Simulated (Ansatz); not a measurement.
ClH2NO2W, SMILES `[NH2][W](=[O])(=[O])[Cl]`. Charge 0, multiplicity 1. W: def2 effective core potential.

Cartesian coordinates in Å:
```
N 0.230 -0.760 -0.913
W -0.085 0.439 0.563
O 0.018 -0.465 2.001
O 1.123 1.637 0.529
Cl -2.138 1.412 0.411
H 0.756 -0.503 -1.736
H 0.095 -1.759 -0.856
```

What are the harmonic wavenumbers in cm⁻¹ at PBE0-D4/def2-TZVP (Ansatz, finite differences of forces, unscaled)? (Estimate.)

Ansatz gave: 160, 176, 229, 243, 328, 382, 416, 519, 682, 730, 1012, 1056, 1548, 3575, 3677.

Is this a minimum?

Yes, all 15 modes are real.

Give the ideal-gas thermochemistry at 298.15 K and 1 bar (rigid rotor, harmonic oscillator; point group Cs, symmetry number 1).

Zero-point energy 88.1 kJ/mol; H(298) − E = 107.9 kJ/mol; entropy 349.0 J/(mol·K), of which translation 178.6, rotation 115.4, vibration 55.1; G(298) − E = 3.8 kJ/mol.
